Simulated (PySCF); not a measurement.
**SrS and its ions**

PBE; PySCF, scalar-relativistic core potentials, basis sets Sr def2-SVPD with ECP28, S def2-SVPD. Neutral (UKS): singlet (closed shell), Re = 2.475 Å, ωe = 384 cm⁻¹, De = 3.85 eV, HOMO -3.99 eV, LUMO -2.82 eV.

SrS⁺ (UKS): doublet (π ↑), Re = 2.648 Å, ωe = 321 cm⁻¹, De = 2.85 eV to Sr⁺ + S. The energies at the minima are -428.62214 hartree for SrS and -428.37609 for SrS⁺.

Work out the adiabatic ionisation energy, without and with harmonic zero-point energies (1 hartree = 27.2114 eV, 1 eV = 8065.5 cm⁻¹), and the change of the bond length.

At PBE: 0.24605 hartree = 6.695 eV between the minima; the zero-point term (321.0 − 384.0)/2 cm⁻¹ = -0.004 eV makes it 6.691 eV. Re changes by +17.3 pm against the neutral. Minus the HOMO energy is 3.99 eV, -2.71 eV from the value between the minima; self-interaction puts the Kohn–Sham level too high, less so with exact exchange. The electron leaves a π orbital; in so polar a molecule the change of length follows mostly from the change of the ionic charges.

SrS⁻ (UKS): doublet (σ ↑), Re = 2.574 Å, ωe = 329 cm⁻¹, De = 2.79 eV to Sr + S⁻. The energies at the minima are -428.62214 hartree for SrS and -428.66461 for SrS⁻.

Work out the adiabatic electron affinity, without and with harmonic zero-point energies (1 hartree = 27.2114 eV, 1 eV = 8065.5 cm⁻¹), and the change of the bond length.

At PBE: 0.04247 hartree = 1.156 eV between the minima; the zero-point term (384.0 − 329.0)/2 cm⁻¹ = +0.003 eV makes it 1.159 eV. Re changes by +9.9 pm against the neutral. The electron enters a σ orbital; in so polar a molecule the change of length follows mostly from the change of the ionic charges.

Spin–orbit coupling is left out. For an ion De counts to the pair picked by the measured ionisation energies or electron affinities, which need not be the lowest pair at this level. The highest Kohn–Sham level is positive in this anion. Much of that is self-interaction error, but it also means that the finite basis helps to hold the extra electron. States were picked by a PBE0 search and need not be the measured ground states.
